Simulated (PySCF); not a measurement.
A structure optimised at r2SCAN-D4/def2-SVP, used in a PySCF frequency run:

```xyz
8

F      0.0000     0.0000     1.8772
Si     0.0000     0.0000     0.2509
S     -1.9040     0.6340    -0.4461
S      1.5010     1.3319    -0.4461
S      0.4030    -1.9659    -0.4461
H     -2.5800    -0.2427     0.3346
H      1.0798     2.3557     0.3346
H      1.5002    -2.1130     0.3346
```

Write its SMILES, formula and point group.

F[Si](S)(S)S, FH3S3Si, C3

What are its rotational constants (standard atomic weights)?

1.7307, 1.7307, 1.2398 GHz
